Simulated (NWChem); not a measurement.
Everything below was run with NWChem. System: BCl$_{2}$, charge 0, spin multiplicity 2, at a geometry optimised with UPBE0/def2-SVP. The structure started from a generated list of species. Its SCF solution wasn't tested for a lower state. Level: UHF/def2-TZVP.

Job file:

```
start mol
memory heap 200 mb stack 900 mb global 1100 mb
geometry units angstroms nocenter noautoz
  Cl     1.530213     0.000000     0.102983
  B      0.000000     0.000000    -0.700287
  Cl    -1.530213     0.000000     0.102983
  symmetry group C2v
end
basis spherical
  * library def2-tzvp
end
scf
  uhf
  nopen 1
  maxiter 100
  thresh 1e-7
  semidirect memsize 60000000 filesize 0
  # guess.movecs holds the orbitals of an unrestricted PBE0 run
  vectors input guess.movecs output mol.movecs
end
task scf energy
```

NWChem printed:

```
             Northwest Computational Chemistry Package (NWChem) 7.3.0
             --------------------------------------------------------

                                NWChem Input Module
                                -------------------

 Scaling coordinates for geometry "geometry" by  1.889725989
 (inverse scale =  0.529177249)

 Turning off AUTOSYM since
 SYMMETRY directive was detected!

                             Geometry "geometry" -> ""
                             -------------------------

 Output coordinates in angstroms (scale by  1.889725989 to convert to a.u.)

  No.       Tag          Charge          X              Y              Z
 ---- ---------------- ---------- -------------- -------------- --------------
    1 Cl                  17.0000     1.53021300     0.00000000     0.10298300
    2 B                    5.0000     0.00000000     0.00000000    -0.70028700
    3 Cl                  17.0000    -1.53021300     0.00000000     0.10298300

 Effective nuclear repulsion energy (a.u.)     102.0240921223

            Nuclear Dipole moment (a.u.)
            ----------------------------
        X                 Y               Z
 ---------------- ---------------- ----------------
     0.0000000000     0.0000000000    -0.0000245664

      Symmetry information
      --------------------

 Group name             C2v
 Group number             16
 Group order               4
 No. of unique centers     2

      Symmetry unique atoms

     1    2


 Summary of "ao basis" -> "" (spherical)
 ------------------------------------------------------------------------------
       Tag                 Description            Shells   Functions and Types
 ---------------- ------------------------------  ------  ---------------------
 *                         def2-tzvp                  on all atoms

 Summary of "ao basis" -> "ao basis" (spherical)
 ------------------------------------------------------------------------------
       Tag                 Description            Shells   Functions and Types
 ---------------- ------------------------------  ------  ---------------------
 Cl                        def2-tzvp                13       37   5s5p2d1f
 B                         def2-tzvp                11       31   5s3p2d1f

                                 NWChem SCF Module
                                 -----------------

  ao basis        = "ao basis"
  functions       =   105
  atoms           =     3
  alpha electrons =    20
  beta  electrons =    19
  charge          =   0.00
  wavefunction    = UHF
  use symmetry    = T
  symmetry adapt  = T

 Summary of "ao basis" -> "ao basis" (spherical)
 ------------------------------------------------------------------------------
       Tag                 Description            Shells   Functions and Types
 ---------------- ------------------------------  ------  ---------------------
 Cl                        def2-tzvp                13       37   5s5p2d1f
 B                         def2-tzvp                11       31   5s3p2d1f

      Symmetry analysis of basis
      --------------------------

        a1         39
        a2         15
        b1         32
        b2         19

 Forming initial guess at       0.0s

   Symmetry analysis of molecular orbitals - initial alpha
   -------------------------------------------------------

  Numbering of irreducible representations:

     1 a1          2 a2          3 b1          4 b2

  Orbital symmetries:

     1 a1          2 b1          3 b1          4 a1          5 b1
[...]
              MO Center= -1.6D-15, -5.4D-16,  3.6D-02, r^2= 3.2D+00
   Bfn.  Coefficient  Atom+Function         Bfn.  Coefficient  Atom+Function
  ----- ------------  ---------------      ----- ------------  ---------------
    17      0.344027  1 Cl pz                85      0.344027  3 Cl pz
    20      0.198066  1 Cl pz                88      0.198066  3 Cl pz
    14      0.157921  1 Cl pz                82      0.157921  3 Cl pz

 Vector   18  Occ=1.000000D+00  E=-4.831454D-01  Symmetry=a2
              MO Center=  8.6D-14, -8.2D-18,  7.5D-02, r^2= 3.4D+00
   Bfn.  Coefficient  Atom+Function         Bfn.  Coefficient  Atom+Function
  ----- ------------  ---------------      ----- ------------  ---------------
    16      0.391169  1 Cl py                84     -0.391169  3 Cl py
    19      0.247274  1 Cl py                87     -0.247274  3 Cl py
    13      0.180008  1 Cl py                81     -0.180008  3 Cl py

 Vector   19  Occ=1.000000D+00  E=-4.689009D-01  Symmetry=b1
              MO Center= -1.1D-14, -5.5D-19,  5.4D-02, r^2= 3.5D+00
   Bfn.  Coefficient  Atom+Function         Bfn.  Coefficient  Atom+Function
  ----- ------------  ---------------      ----- ------------  ---------------
    17      0.305505  1 Cl pz                85     -0.305505  3 Cl pz
    15     -0.260924  1 Cl px                83     -0.260924  3 Cl px
    20      0.198589  1 Cl pz                88     -0.198589  3 Cl pz
    18     -0.163483  1 Cl px                86     -0.163483  3 Cl px

 Vector   20  Occ=0.000000D+00  E= 5.969384D-02  Symmetry=a1
              MO Center= -2.2D-14, -1.3D-15, -1.3D+00, r^2= 3.7D+00
   Bfn.  Coefficient  Atom+Function         Bfn.  Coefficient  Atom+Function
  ----- ------------  ---------------      ----- ------------  ---------------
    42      1.136847  2 B  s                 51     -0.349464  2 B  pz
     5     -0.341613  1 Cl s                 73     -0.341613  3 Cl s
    20      0.281966  1 Cl pz                88      0.281966  3 Cl pz
    45     -0.188487  2 B  pz                40      0.154514  2 B  s

 Vector   21  Occ=0.000000D+00  E= 9.365238D-02  Symmetry=b2
              MO Center= -1.2D-14, -4.9D-15, -6.5D-01, r^2= 3.8D+00
   Bfn.  Coefficient  Atom+Function         Bfn.  Coefficient  Atom+Function
  ----- ------------  ---------------      ----- ------------  ---------------
    50      0.806463  2 B  py                19     -0.402864  1 Cl py
    87     -0.402864  3 Cl py                47      0.327636  2 B  py
    44      0.287499  2 B  py

 Vector   22  Occ=0.000000D+00  E= 1.706497D-01  Symmetry=a1
              MO Center= -5.5D-15,  2.8D-15,  2.8D-01, r^2= 5.9D+00
   Bfn.  Coefficient  Atom+Function         Bfn.  Coefficient  Atom+Function
  ----- ------------  ---------------      ----- ------------  ---------------
    42      1.967854  2 B  s                 51      1.159379  2 B  pz
    41     -1.005877  2 B  s                  5     -0.756877  1 Cl s
    73     -0.756877  3 Cl s                 18      0.264860  1 Cl px
    86     -0.264860  3 Cl px                20     -0.221502  1 Cl pz
    88     -0.221502  3 Cl pz

 center of mass
 --------------
 x =   0.00000000 y =   0.00000000 z =  -0.01184262

 moments of inertia (a.u.)
 ------------------
          21.917519501007           0.000000000000           0.000000000000
           0.000000000000         606.724828422730           0.000000000000
           0.000000000000           0.000000000000         584.807308921723

  Mulliken analysis of the total density
  --------------------------------------

    Atom       Charge   Shell Charges
 -----------   ------   -------------------------------------------------------
    1 Cl  17    17.12   2.01  0.45  1.52  1.09  0.85  4.18  1.69  1.08  2.85  1.36  0.01  0.03  0.00
    2 B    5     4.75   0.91  1.07  0.51  0.47  0.06  0.76  0.69  0.08  0.05  0.13  0.02
    3 Cl  17    17.12   2.01  0.45  1.52  1.09  0.85  4.18  1.69  1.08  2.85  1.36  0.01  0.03  0.00

  Mulliken analysis of the alpha density
  --------------------------------------

    Atom       Charge   Shell Charges
 -----------   ------   -------------------------------------------------------
    1 Cl  17     8.58   1.01  0.22  0.76  0.55  0.42  2.09  0.84  0.55  1.44  0.67  0.01  0.02  0.00
    2 B    5     2.84   0.46  0.53  0.32  0.33  0.06  0.51  0.48  0.05  0.03  0.06  0.01
    3 Cl  17     8.58   1.01  0.22  0.76  0.55  0.42  2.09  0.84  0.55  1.44  0.67  0.01  0.02  0.00

   Mulliken analysis of the beta density
   -------------------------------------

    Atom       Charge   Shell Charges
 -----------   ------   -------------------------------------------------------
    1 Cl  17     8.54   1.01  0.22  0.76  0.54  0.43  2.09  0.85  0.53  1.41  0.69  0.01  0.01  0.00
    2 B    5     1.91   0.45  0.54  0.19  0.14 -0.00  0.25  0.21  0.02  0.03  0.06  0.01
    3 Cl  17     8.54   1.01  0.22  0.76  0.54  0.43  2.09  0.85  0.53  1.41  0.69  0.01  0.01  0.00

   Mulliken analysis of the spin density
   -------------------------------------

    Atom       Charge   Shell Charges
 -----------   ------   -------------------------------------------------------
    1 Cl  17     0.04   0.00  0.00 -0.00  0.00 -0.00  0.00 -0.00  0.01  0.03 -0.01  0.00  0.00  0.00
    2 B    5     0.93   0.01 -0.01  0.13  0.18  0.07  0.26  0.27  0.03  0.00 -0.00 -0.00
    3 Cl  17     0.04   0.00  0.00 -0.00  0.00 -0.00  0.00 -0.00  0.01  0.03 -0.01  0.00  0.00  0.00

       Multipole analysis of the density wrt the origin
       ------------------------------------------------

     L   x y z        total         alpha         beta         nuclear
     -   - - -        -----         -----         ----         -------
     0   0 0 0     -0.000000    -20.000000    -19.000000     39.000000

     1   1 0 0     -0.000000     -0.000000     -0.000000      0.000000
     1   0 1 0     -0.000000     -0.000000      0.000000      0.000000
     1   0 0 1     -0.024799      1.064487     -1.089261     -0.000025

     2   2 0 0    -23.306166   -154.842656   -152.765804    284.302293
     2   1 1 0     -0.000000     -0.000000     -0.000000      0.000000
     2   1 0 1     -0.000000     -0.000000     -0.000000      0.000000
     2   0 2 0    -22.409532    -11.768215    -10.641317      0.000000
     2   0 1 1      0.000000      0.000000     -0.000000      0.000000
     2   0 0 2    -23.674321    -20.384977    -13.333306     10.043962

 Task  times  cpu:        1.7s     wall:        1.7s

 Total times  cpu:        1.7s     wall:        1.7s
```
